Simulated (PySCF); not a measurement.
**How methods differ on the ionisation energy of Mo⁺**

Mo⁺ [Kr] 4d5 (6S) → Mo²⁺ [Kr] 4d4 (5D), as a difference of total energies. Computed with PySCF 2.14 in x2c-SVPall (6s5p5d1f, 53 functions), with the spin-free X2C one-electron Hamiltonian (Gaussian nucleus). Correlated levels: valence: [Kr] frozen. The calculations carry no spin-orbit coupling.

```tsv
method	ionisation energy (eV)
UHF	15.126
TPSS	16.276
r2SCAN	16.412
MP2 (valence)	15.661
SCS-MP2 (valence)	15.304
```

**Question.** How much does correlation contribute at MP2 (valence)?

**Answer.** 15.661 − (15.126) = 0.535 eV, measured against UHF.

The reference lies between the lowest fine-structure levels, while these numbers refer to the centres of the terms.

Errors of the correlated levels include the incompleteness of this basis and the frozen core.

For comparison: 16.16 ± 0.12 eV (semi-empirical (NIST evaluation); NIST Atomic Spectra Database, ionization energies).
